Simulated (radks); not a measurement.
Results of a calculation; reference values are marked as such.
Valence configurations of Tl IV (all share [Xe]). Level of theory: Dirac Kohn-Sham, BLYP, spin-unpolarised, spherical densities, finite nucleus; open shells are shared between the two j in proportion to 2j + 1; Fermi nuclear charge, rms radius 5.4759 fm (a radial shooting solver on a logarithmic mesh with Libxc functionals). Energies are relative to 4f14 5d10; eigenvalues in eV.

valence            E (eV)  e(4f5/2)  e(4f7/2)  e(5d3/2)  e(5d5/2)  e(6p1/2)
4f14 5d10           0.000   -145.51   -140.91   -45.537   -43.231         -
4f14 5d9.5 6p0.5    9.920   -148.55   -143.95   -47.868   -45.502   -27.595
4f13 5d10 6s1      115.45   -163.12   -158.38   -50.670   -48.098         -
4f14 5d8 6s2       21.226   -154.63   -150.03   -51.965   -49.457         -
4f13 5d10 6p1      126.36   -164.78   -160.04   -52.178   -49.587   -28.899
4f14 5d9 6p1       20.536   -151.63   -147.03   -50.202   -47.776   -28.583
4f14 5d8 6p2       43.883   -157.87   -153.26   -54.856   -52.308   -30.507
4f14 5d9 6s1        9.787   -149.99   -145.39   -48.718   -46.311         -
4f14 5d7 6s2 6p1   46.082   -161.03   -156.42   -56.704   -54.073   -30.830
4f13.5 5d10 6p0.5  61.042   -155.05   -150.38   -48.820   -46.373   -27.747

NIST lists [Xe] 4f14 5d10 as the ground configuration; this level of theory agrees among the configurations tried. The energies are those of spherical spin-averaged densities, not of single terms.
